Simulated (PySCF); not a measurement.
Isomers of C6H12OSSi.

All values: PBE0/pcSseg-1 (PySCF) at GFN2-xTB geometries, gas phase, one conformer each.

Question: Rank by dipole moment, highest first.
A. `[CH3:1][C:2](=[S:3])[C@H:4]([CH3:5])[C:6](=[O:7])[CH2:8][SiH3:9]` with C1–C2–C4–C5 38°, C2–C4–C6–O7 85°, C4–C6–C8–Si9 -86°
B. `[CH2:1]=[CH:2][CH2:3][C@@H:4]1[CH2:5][S:6][C@H:7]1[O:8][SiH3:9]` with C1–C2–C3–C4 119°, C2–C3–C4–C5 -66°, S6–C7–O8–Si9 -62°, C3–C4–C5–S6 -135°, C4–C5–S6–C7 11°, C5–S6–C7–O8 -129°, C3–C4–C7–S6 135°
C. `[CH3:1][CH2:2]/[CH:3]=[CH:4]/[Si@H:5]1[O:6][CH2:7][CH2:8][S:9]1` with C1–C2–C3–C4 -120°, C3–C4–Si5–O6 -6°, C4–Si5–O6–C7 137°, Si5–O6–C7–C8 -40°, O6–C7–C8–S9 44°, C7–C8–S9–Si5 -28°
D. `[CH2:1]=[C:2]1[C@@H:3]([CH2:4][CH3:5])[CH2:6][S:7][Si@H:8]1[OH:9]` with C2–C3–C4–C5 -64°, S7–Si8–O9–H 32°, C1–C2–C3–C4 97°, C2–C3–C6–S7 -50°, C3–C6–S7–Si8 38°, C6–S7–Si8–O9 -138°

Answer: D (2.39 D), C (1.88 D), A (1.69 D), B (1.36 D).

Question: Rank by HOMO–LUMO gap, highest first.
A. `[CH2:1]=[CH:2][CH2:3][C@@H:4]1[CH2:5][S:6][C@H:7]1[O:8][SiH3:9]` with C1–C2–C3–C4 119°, C2–C3–C4–C5 -66°, S6–C7–O8–Si9 -62°, C3–C4–C5–S6 -135°, C4–C5–S6–C7 11°, C5–S6–C7–O8 -129°, C3–C4–C7–S6 135°
B. `[CH3:1][C:2](=[S:3])[C@H:4]([CH3:5])[C:6](=[O:7])[CH2:8][SiH3:9]` with C1–C2–C4–C5 38°, C2–C4–C6–O7 85°, C4–C6–C8–Si9 -86°
C. `[CH2:1]=[C:2]1[C@@H:3]([CH2:4][CH3:5])[CH2:6][S:7][Si@H:8]1[OH:9]` with C2–C3–C4–C5 -64°, S7–Si8–O9–H 32°, C1–C2–C3–C4 97°, C2–C3–C6–S7 -50°, C3–C6–S7–Si8 38°, C6–S7–Si8–O9 -138°

Answer: A (6.34 eV), C (6.14 eV), B (4.16 eV).

All values together:

```json
{"SMILES": "CC/C=C/[Si@H]1OCCS1", "μ (D)": "1.88", "HOMO (eV)": "-6.65", "LUMO (eV)": "-0.45", "lowest IAO charge (e)": "-0.643 (O)", "highest IAO charge (e)": "+1.059 (Si)", "lowest Hirshfeld charge (e)": "-0.226 (O)", "highest Hirshfeld charge (e)": "+0.386 (Si)"}
{"SMILES": "C=C1[C@@H](CC)CS[Si@H]1O", "μ (D)": "2.39", "HOMO (eV)": "-6.81", "LUMO (eV)": "-0.67", "lowest IAO charge (e)": "-0.781 (O)", "highest IAO charge (e)": "+1.042 (Si)", "lowest Hirshfeld charge (e)": "-0.305 (O)", "highest Hirshfeld charge (e)": "+0.383 (Si)"}
{"SMILES": "CC(=S)[C@H](C)C(=O)C[SiH3]", "μ (D)": "1.69", "HOMO (eV)": "-6.45", "LUMO (eV)": "-2.29", "lowest IAO charge (e)": "-0.581 (C)", "highest IAO charge (e)": "+0.621 (Si)", "lowest Hirshfeld charge (e)": "-0.218 (O)", "highest Hirshfeld charge (e)": "+0.338 (Si)"}
{"SMILES": "C=CC[C@@H]1CS[C@H]1O[SiH3]", "μ (D)": "1.36", "HOMO (eV)": "-6.47", "LUMO (eV)": "-0.13", "lowest IAO charge (e)": "-0.613 (O)", "highest IAO charge (e)": "+0.865 (Si)", "lowest Hirshfeld charge (e)": "-0.214 (O)", "highest Hirshfeld charge (e)": "+0.382 (Si)"}
```

Conformers: `[CH3:1][CH2:2]/[CH:3]=[CH:4]/[Si@H:5]1[O:6][CH2:7][CH2:8][S:9]1` with C1–C2–C3–C4 -120°, C3–C4–Si5–O6 -6°, C4–Si5–O6–C7 137°, Si5–O6–C7–C8 -40°, O6–C7–C8–S9 44°, C7–C8–S9–Si5 -28°; `[CH2:1]=[C:2]1[C@@H:3]([CH2:4][CH3:5])[CH2:6][S:7][Si@H:8]1[OH:9]` with C2–C3–C4–C5 -64°, S7–Si8–O9–H 32°, C1–C2–C3–C4 97°, C2–C3–C6–S7 -50°, C3–C6–S7–Si8 38°, C6–S7–Si8–O9 -138°; `[CH3:1][C:2](=[S:3])[C@H:4]([CH3:5])[C:6](=[O:7])[CH2:8][SiH3:9]` with C1–C2–C4–C5 38°, C2–C4–C6–O7 85°, C4–C6–C8–Si9 -86°; `[CH2:1]=[CH:2][CH2:3][C@@H:4]1[CH2:5][S:6][C@H:7]1[O:8][SiH3:9]` with C1–C2–C3–C4 119°, C2–C3–C4–C5 -66°, S6–C7–O8–Si9 -62°, C3–C4–C5–S6 -135°, C4–C5–S6–C7 11°, C5–S6–C7–O8 -129°, C3–C4–C7–S6 135°.
